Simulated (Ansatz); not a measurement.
ISn, charge +1, singlet, at a GFN2-xTB geometry (such geometries of metal compounds can be far from the true shape) (core potentials on I, Sn). Base run: HF/def2-TZVP (Ansatz, a quantum-chemistry and plane-wave program).

Here is a job for Ansatz.
Ansatz 0.2 input:
```yaml
crystal:
  periodic: [false, false, false]
  atoms:
    - {symbol: Sn, position_ang: [-0.00000000, -0.00000000, -1.37674874]}
    - {symbol: I, position_ang: [0.00000000, 0.00000000, 1.29881957]}
basis:
  gaussian:
    orbitals: def2-TZVP
hamiltonian:
  xc: hf
total_charge: 1
```

Variants of this job, named by their change:

```tsv
change	basis functions	E (Eh)
base	100	-509.82296
basis = def2-SVP	52	-509.80579
basis = def2-SV(P)	52	-509.80579
basis = STO-3G	54	-12813.86023
basis = 3-21G	66	-12884.31476
basis = def2-SVPD	67	-509.80865
basis = def2-TZVPP	100	-509.82296
basis = def2-TZVPD	115	-509.82323
basis = def2-QZVP	164	-509.82554
basis = def2-QZVPP	164	-509.82554
```

Totals compare only among sets that treat the same electrons; sets with core potentials leave the core out.
